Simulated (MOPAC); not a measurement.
Job for MOPAC: AM1 on GeH2O (SMILES [OH][GeH]), a point of a bond scan (R = 2.840 Å).

```
AM1 1SCF PRECISE CHARGE=0 THREADS=1
GeH2O

Ge    -0.23528061 1    -0.20095819 1     0.24734314 1
H     -2.29253933 1     0.09520570 1    -1.68829674 1
O      1.02522544 1     0.68082931 1    -0.68889534 1
H      0.73803318 1     1.01574925 1    -1.54508087 1
```

Program output:

```
*******************************************************************************
 **                                                                           **
 **                              MOPAC v23.2.5                                **
 **                                                                           **
 *******************************************************************************
 ** MOPAC's Digital Object Identifier: https://doi.org/10.5281/zenodo.6511958 **
 **                                                                           **
 ** Please cite the open-source release paper for use of this MOPAC version:  **
 ** J. E. Moussa and J. J. P. Stewart (2026)                                  **
 ** MOPAC: An open-source semiempirical molecular orbital program             **
 ** J. Open Source Softw., 11(119), 8025, https://doi.org/10.21105/joss.08025 **
 *******************************************************************************

                              AM1 CALCULATION RESULTS

 *******************************************************************************
 *  AM1        - The AM1 Hamiltonian to be used
 *
 *
 *
 *                 CHARGE ON SYSTEM = 0
 *
 *
 *
 *  PRECISE    - TIGHTER CRITERIA TO BE USED
 *  1SCF       - DO 1 SCF AND THEN STOP
 *  THREADS=1  - MULTI-THREADING NOT USED
 *  T=         - A TIME OF 172800.0 SECONDS REQUESTED
 *  DUMP=N     - RESTART FILE WRITTEN EVERY 7200.0 SECONDS REQUESTED
 *******************************************************************************
AM1 1SCF PRECISE CHARGE=0 THREADS=1
 GeH2O

   ATOM   CHEMICAL          X               Y               Z
  NUMBER   SYMBOL      (ANGSTROMS)     (ANGSTROMS)     (ANGSTROMS)

     1      Ge         -0.23528061  *  -0.20095819  *   0.24734314  *
     2       H         -2.29253933  *   0.09520570  *  -1.68829674  *
     3       O          1.02522544  *   0.68082931  *  -0.68889534  *
     4       H          0.73803318  *   1.01574925  *  -1.54508087  *



          CARTESIAN COORDINATES

    NO.       ATOM           X           Y           Z

     1        Ge         -0.2353     -0.2010      0.2473
     2         H         -2.2925      0.0952     -1.6883
     3         O          1.0252      0.6808     -0.6889
     4         H          0.7380      1.0157     -1.5451

  H: (AM1): M.J.S. DEWAR ET AL, J. AM. CHEM. SOC. 107 3902-3909 (1985)
  O: (AM1): M.J.S. DEWAR ET AL, J. AM. CHEM. SOC. 107 3902-3909 (1985)
 Ge: (AM1): M.J.S.Dewar and C.Jie, Organometallics, 8, 1544, (1989)

           Empirical Formula: H2 O Ge  =     4 atoms



      MOLECULAR POINT GROUP   :   Cs


      RHF CALCULATION, NO. OF DOUBLY OCCUPIED LEVELS = 6


 -------------------------------------------------------------------------------
 AM1 1SCF PRECISE CHARGE=0 THREADS=1
 GeH2O



     1SCF WAS SPECIFIED, SO BFGS WAS NOT USED
     SCF FIELD WAS ACHIEVED


                              AM1 CALCULATION
                                                       MOPAC v23.2.5 Linux




          FINAL HEAT OF FORMATION =         68.42434 KCAL/MOL =     286.28742 KJ/MOL


          COSMO AREA              =         95.38 SQUARE ANGSTROMS
          COSMO VOLUME            =         79.53 CUBIC ANGSTROMS

          IONIZATION POTENTIAL    =          7.273635 EV
          HOMO LUMO ENERGIES (EV) =         -7.274 -1.408
          NO. OF FILLED LEVELS    =          6
          MOLECULAR WEIGHT        =         90.6052         POINT GROUP:  Cs

          MOLECULAR DIMENSIONS (Angstroms)

            Atom       Atom       Distance
            O     3    H     2     3.51416
            H     4   Ge     1     2.29479
            H     4    O     3     0.00000


          SCF CALCULATIONS        =          1





   ATOM   CHEMICAL          X               Y               Z
  NUMBER   SYMBOL      (ANGSTROMS)     (ANGSTROMS)     (ANGSTROMS)

     1      Ge         -0.23528061  *  -0.20095819  *   0.24734314  *
     2       H         -2.29253933  *   0.09520570  *  -1.68829674  *
     3       O          1.02522544  *   0.68082931  *  -0.68889534  *
     4       H          0.73803318  *   1.01574925  *  -1.54508087  *

                             CARTESIAN COORDINATES

   1   Ge       -0.235280610    -0.200958190     0.247343140
   2    H       -2.292539330     0.095205700    -1.688296740
   3    O        1.025225440     0.680829310    -0.688895340
   4    H        0.738033180     1.015749250    -1.545080870


           Empirical Formula: H2 O Ge  =     4 atoms



      MOLECULAR POINT GROUP   :   Cs


                  EIGENVALUES
 -35.56465 -17.49195 -13.69312 -12.78448  -9.97942  -7.27363  -1.40769  -1.31159
   1.41428   5.46728


              NET ATOMIC CHARGES AND DIPOLE CONTRIBUTIONS

  ATOM NO.   TYPE          CHARGE      No. of ELECS.   s-Pop       p-Pop
    1         Ge           0.603639        3.3964     1.67605     1.72031
    2          H          -0.231043        1.2310     1.23104
    3          O          -0.582982        6.5830     1.87529     4.70769
    4          H           0.210386        0.7896     0.78961
 DIPOLE           X         Y         Z       TOTAL
 POINT-CHG.    -0.263    -1.568     2.958     3.359
 HYBRID        -0.204     1.652    -3.430     3.812
 SUM           -0.467     0.083    -0.472     0.669


          ATOMIC ORBITAL ELECTRON POPULATIONS

     Atom    s        px        py        pz
    1 Ge   1.67605   0.53593   0.30668   0.87770
    2  H   1.23104
    3  O   1.87529   1.62300   1.73384   1.35085
    4  H   0.78961

 **********************
 *                    *
 * JOB ENDED NORMALLY *
 *                    *
 **********************




 == MOPAC DONE ==
```

The run finished.

Cost: very roughly 0.03 core-seconds.
